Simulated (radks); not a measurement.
Results of a calculation; reference values are marked as such.
Problem. All-electron atom: the argon ion Ar4+ in [Ne] 3s1.5 3p2.5 (fractional occupations, a model configuration). Code: a radial shooting solver on a logarithmic mesh with Libxc functionals. Model: Dirac Kohn-Sham, PBE, spin-unpolarised, spherical densities, finite nucleus; open shells fill j = l - 1/2 first; Fermi nuclear charge, rms radius 3.4274 fm. Some entries of the table are withheld. Estimate them.

| orbital | occ. | eigenvalue (hartree) | <r^2> (bohr^2) | r(max) (bohr) |
|---|---|---|---|---|
| 1s1/2 | 2 | (1) | 0.009885 | 0.05606 |
| 2s1/2 | 2 | -13.42631 | 0.2020 | (2) |
| 2p1/2 | 2 | (3) | (4) | 0.2789 |
| 2p3/2 | 4 | (5) | (6) | 0.2808 |
| 3s1/2 | 1.5 | -3.00668 | 1.793 | 1.114 |
| 3p1/2 | 2 | (7) | 2.050 | 1.164 |
| 3p3/2 | 0.5 | (8) | 2.065 | 1.169 |

Solution. 
(1) 1s1/2 eigenvalue (hartree): -117.2751
(2) 2s1/2 r(max) (bohr): 0.3381
(3) 2p1/2 eigenvalue (hartree): -11.02699
(4) 2p1/2 <r^2> (bohr^2): 0.1730
(5) 2p3/2 eigenvalue (hartree): -10.94417
(6) 2p3/2 <r^2> (bohr^2): 0.1751
(7) 3p1/2 eigenvalue (hartree): -2.42076
(8) 3p3/2 eigenvalue (hartree): -2.41059
